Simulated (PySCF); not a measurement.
An unknown gives this computed stick spectrum. Computed with TDDFT wB97X-D/def2-SVPD, vertical, gas phase, core orbitals frozen in the response (PySCF). Geometries: GFN2-xTB, one conformer each.

```json
{"state": "S1", "E (eV)": "6.54", "λ (nm)": "189.6", "f": "0.0055"}
{"state": "S2", "E (eV)": "6.58", "λ (nm)": "188.4", "f": "0.168"}
{"state": "S3", "E (eV)": "7.16", "λ (nm)": "173.1", "f": "0.0092"}
{"state": "S4", "E (eV)": "7.39", "λ (nm)": "167.8", "f": "0.0071"}
{"state": "S5", "E (eV)": "7.56", "λ (nm)": "164.0", "f": "0.011"}
{"state": "S6", "E (eV)": "7.90", "λ (nm)": "157.0", "f": "0.033"}
{"state": "S7", "E (eV)": "8.15", "λ (nm)": "152.1", "f": "0.036"}
{"state": "S8", "E (eV)": "8.36", "λ (nm)": "148.3", "f": "0.0060"}
```

Triplets computed (Tamm–Dancoff): 4.31, 6.49, 7.06 eV.

Orbital energies (eV): HOMO-3 -11.62, HOMO-2 -10.95, HOMO-1 -10.09, HOMO -8.20, LUMO 2.38, LUMO+1 2.52, LUMO+2 2.78.

**Question.** Which structure fits?
A. `C1(/C(C[C@@H]1C)=C)=C\F`
B. `Fc1ccccc1C#P`
C. `CC1=C(F)C[C@@H]2C[C@H]12`

**Answer.** C. Its S1, at 6.54 eV, is the highest among the candidates; the nearest of the others has S1 at 5.32 eV. S1 is HOMO→LUMO (79%). Löwdin shares by element: HOMO carbon 61% or more, fluorine 10% (atoms not listed hold the other 29%); LUMO carbon 45% or more (atoms not listed hold the other 55%). At the same level the other candidates give, for their lowest levels:
- `C=C1C[C@H](C)/C1=C\F`: 5.32 eV (f 0.307); 6.62 eV (f 0.002); 6.91 eV (f 0.004); 7.01 eV (f 0.018); 7.10 eV (f 0.012); T1 3.07 eV; HOMO -8.33, LUMO 0.69 eV
- `Fc1ccccc1C#P`: 3.91 eV (f 0.000); 4.09 eV (f 0.184); 4.22 eV (f 0.000); 4.89 eV (f 0.017); 5.86 eV (f 0.500); T1 2.72 eV; HOMO -8.54, LUMO -0.50 eV
